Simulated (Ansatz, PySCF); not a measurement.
System: CH2NS (charge 0, doublet). SMILES: N[C]=S
Geometry: optimised at B3LYP-D3(BJ)/def2-TZVP (Ansatz, a quantum-chemistry and plane-wave program).

Unscaled harmonic wavenumbers (cm⁻¹) in rising order, each level at the stationary point that it reaches from this structure (no distance between atoms moves by over 0.3 Å); the order of modes can differ between levels, and a negative number is imaginary. B3LYP-D3(BJ)/def2-TZVP (PySCF, at the structure above): 373, 483, 591, 879, 1160, 1517, 1638, 3435, 3619.

HF/3-21G (Ansatz): 378, 597, 805, 853, 1290, 1581, 1824, 3675, 3803. Zero-point energy 21.2 against 19.6 kcal/mol; where all levels lie over 400 cm⁻¹, the wavenumbers are on average 1.120 times those of B3LYP-D3(BJ)/def2-TZVP.

HF/6-31G* (Ansatz): 411, 503, 628, 914, 1272, 1592, 1806, 3766, 3907. Zero-point energy 21.2 against 19.6 kcal/mol; where all levels lie over 400 cm⁻¹, the wavenumbers are on average 1.071 times those of B3LYP-D3(BJ)/def2-TZVP.

B3LYP/6-31G* (Ansatz): 372, 456, 590, 873, 1163, 1529, 1662, 3445, 3624. Zero-point energy 19.6 against 19.6 kcal/mol; where all levels lie over 400 cm⁻¹, the wavenumbers are on average 0.996 times those of B3LYP-D3(BJ)/def2-TZVP.
